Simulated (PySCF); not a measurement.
An unknown is described by computed data only.

Formula: C7H12BP.

| Property | Result |
| --- | --- |
| 13C NMR | chemical shifts (computed TMS as zero) by class: 151.2 (2 C), 146.4 (1 C), 125.8 (1 C), 123.3 (2 C), 49.5 (1 C) ppm [GIAO PBE0/pcSseg-1] |
| Dipole | 5.46 D [PBE0/def2-SVPD] |
| Rotational structure | rotational constants A, B, C: 2.645, 0.851, 0.814 GHz [PBE0-D3(BJ)/def2-SVP] |
| Polarisability | 128.2 au [PBE0/def2-SVPD] |
| UV, first state | lowest singlet excitation: 5.16 eV (240 nm, f = 0.001) [TDDFT PBE0/def2-SVPD] |
| UV, strongest line | among the 10 lowest singlet transitions: S5 at 6.09 eV (204 nm, f = 0.529) [TDDFT PBE0/def2-SVPD] |

Gas-phase values; electronic properties from PySCF, density fitting. Levels stand in brackets. Isolated species at its PBE0-D3(BJ)/def2-SVP geometry (one conformer only). NMR values are class means; diastereotopic atoms form classes of their own.

Task: What is the compound? Reason from the data.

Result: Numbering: `[BH3-:1][P@H+:2]1[CH:3]=[CH:4][C@@H:5]([CH:6]=[CH2:7])[CH:8]=[CH:9]1`. 7 carbons fall into 5 classes; from least to most shielded: alkene CH carbon [C4/C8] (151.2 ppm, 2 C), alkene CH carbon [C6] (146.4 ppm), terminal =CH2 carbon [C7] (125.8 ppm), alkene CH carbon [C3/C9] (123.3 ppm, 2 C), allylic carbon [C5] (49.5 ppm). The optimised geometry has point group Cs and is an asymmetric top. Structure: `[BH3-][P@H+]1C=C[C@@H](C=C)C=C1`. Computed isomers that give other values at the same levels: `[BH3-][P@+]1(C=C)C=CC=C1C` (13C chemical shifts (computed TMS as zero) by class: 156.9 (1 C), 151.0 (1 C), 149.4 (1 C), 142.2 (1 C), 137.3 (1 C), 134.1 (1 C), 16.7 (1 C) ppm). The assignments are read from this structure; whether some other isomer fits the data as well wasn't checked.

Conformer computed: `[BH3-:1][P@H+:2]1[CH:3]=[CH:4][C@@H:5]([CH:6]=[CH2:7])[CH:8]=[CH:9]1`: C4–C5–C6–C7 -116°.
